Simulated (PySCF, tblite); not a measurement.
Isomers of C9H12O. Computed with GFN2-xTB (tblite): harmonic, unscaled wavenumbers at the GFN2-xTB geometry, gas phase. Errors from tens to a few hundred cm⁻¹ against measured bands are possible. One conformer each.

Electronic energies: PBE0/pcSseg-1 single points on the GFN2-xTB geometries (PySCF, gas phase).

| SMILES | electronic energy, lowest = 0 (kcal/mol) |
| --- | --- |
| O=C1C=C[C@@H](C2CCC2)C1 | 21.7 |
| O=C[C@H]1/C=C\CC/C=C\C1 | 36.7 |
| CCOc1ccc(C)cc1 | 0.0 |

Q: How do GFN2-xTB zero-point energies change the relative energies?

A: 
```json
{"SMILES": "CCOc1ccc(C)cc1", "ZPE (kcal/mol)": "115.5", "of it from modes above 1550 cm⁻¹": "56.5", "electronic (kcal/mol)": "0.0", "with ZPE, lowest = 0 (kcal/mol)": "0.0", "lowest mode (cm⁻¹)": "15", "rings": "1"}
{"SMILES": "O=C1C=C[C@@H](C2CCC2)C1", "ZPE (kcal/mol)": "117.0", "of it from modes above 1550 cm⁻¹": "56.7", "electronic (kcal/mol)": "21.7", "with ZPE, lowest = 0 (kcal/mol)": "23.3", "lowest mode (cm⁻¹)": "41", "rings": "2"}
{"SMILES": "O=C[C@H]1/C=C\\CC/C=C\\C1", "ZPE (kcal/mol)": "116.2", "of it from modes above 1550 cm⁻¹": "58.7", "electronic (kcal/mol)": "36.7", "with ZPE, lowest = 0 (kcal/mol)": "37.5", "lowest mode (cm⁻¹)": "49", "rings": "1"}
```

The zero-point energies span 1.5 kcal/mol, from `CCOc1ccc(C)cc1` to `O=C1C=C[C@@H](C2CCC2)C1`. The order is unchanged.

Q: And how do the electronic energies of GFN2-xTB itself compare?

A: `CCOc1ccc(C)cc1` 0.0; `O=C1C=C[C@@H](C2CCC2)C1` 16.1; `O=C[C@H]1/C=C\CC/C=C\C1` 42.9 kcal/mol, lowest = 0. Against the energies above, taken from the same isomer `CCOc1ccc(C)cc1`, the largest difference is 6.2 kcal/mol.
